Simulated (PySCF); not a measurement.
## A search over the determinants of BeO

Unrestricted PBE0; Be pcseg-2, O pcseg-2; no relativity (PySCF 2.14). Outer shells of the fragments: Be 2s2; O 2s2 2p4.

Followed along the bond (rough minima from three points):

```csv
2Ms+1,unpaired,⟨S²⟩ at the start,R at minimum (Å),Te (eV)
1,none,0.00,1.32,0.00
3,"σ ↑, π ↑",2.00,1.47,0.68
1,"σ ↓, π ↑",1.01,1.47,0.72
3,σ ↑↑,2.00,1.41,1.91
```

Solutions found at the starting distance of 1.560 Å, counted from the lowest of them; the search is not exhaustive and high or unbound solutions are not listed, so other states can lie among these:

| 2Ms+1 | unpaired | term | E (eV) | ⟨S²⟩ | ⟨Lz²⟩ | μ (D) |
| --- | --- | --- | --- | --- | --- | --- |
| 3 | σ ↑, π ↑ | ³Π | 0.00 | 2.00 | 1.01 | -1.62 |
| 1 | σ ↓, π ↑ | mixed | 0.04 | 1.01 | 1.01 | -1.59 |
| 1 | none | ¹Σ⁺ | 0.16 | 0.00 | 0.00 | -6.72 |
| 3 | σ ↑↑ | ³Σ⁺ | 1.38 | 2.00 | 0.00 | -1.39 |
| 3 | π ↑↑ | mixed | 3.53 | 2.01 | 2.01 | -3.61 |
| 3 | π ↑↑ | mixed | 3.80 | 2.01 | 2.00 | -3.65 |
| 1 | π ↑↓ | mixed | 3.85 | 1.02 | 2.01 | -3.61 |
| 3 | π ↑↑ | ³Σ⁻ | 5.16 | 2.01 | 0.00 | 4.27 |
| 1 | π ↑↓ | mixed | 5.92 | 1.00 | 2.01 | 4.27 |
| 3 | σ ↓, π ↑↑↑ | mixed | 7.37 | 3.00 | 1.00 | 3.71 |
| 1 | none | mixed | 8.17 | 0.00 | 2.00 | 4.26 |

A term symbol is given only where ⟨S²⟩ and ⟨Lz²⟩ are close to those of a pure state; real π, δ and φ orbitals otherwise mix terms. A positive dipole means Be(−)O(+).

Task: Compare the gap between the two lowest followed solutions at the starting distance with the gap between their minima.

Result: At PBE0 the second solution (triplet, unpaired electrons σ ↑, π ↑) lies -0.16 eV from the first (singlet, closed shell) at 1.560 Å and +0.68 eV at the minima; the two curves relax by different amounts, since their minima lie near 1.47 and 1.32 Å.

The measured ground state is X ¹Σ+ (Huber and Herzberg, Constants of Diatomic Molecules (1979)).

Counting both spins, an empty level lies below a filled one in some of these solutions, because spin and occupation are held.
